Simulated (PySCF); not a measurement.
**Germanium: highly charged ions in a basis for the neutral atom**

Ge¹⁶⁺ [Ne] 3s2 3p4, Ge¹⁷⁺ [Ne] 3s2 3p3. All numbers are calculated (PySCF 2.14, the spin-free X2C one-electron Hamiltonian (Gaussian nucleus), in aug-cc-pVDZ-DK). No spin-orbit coupling, so a gap to NIST mixes the basis error with missing relativistic terms.

Changed run: basis of the neutral atom used for a highly charged ion. This setting is unsound on purpose.

```csv
species,method,sound run (hartree),changed run (hartree),converged
Ge¹⁶⁺,UHF,not run,-1963.02784,yes
Ge¹⁶⁺,r2SCAN,not run,-1963.73595,yes
Ge¹⁶⁺,M06-L,not run,-1963.74743,yes
Ge¹⁷⁺,UHF,not run,-1940.77790,yes
Ge¹⁷⁺,r2SCAN,not run,-1941.41579,yes
Ge¹⁷⁺,M06-L,not run,-1941.42756,yes
```

Ionisation energy of Ge¹⁶⁺:

| method | changed run (eV) | NIST (eV) |
| --- | --- | --- |
| UHF | 605.45 | 609.1 ± 0.8 |
| r2SCAN | 607.36 | 609.1 ± 0.8 |
| M06-L | 607.35 | 609.1 ± 0.8 |

The contracted functions were made for the neutral atom and can be too rigid for a highly charged ion.
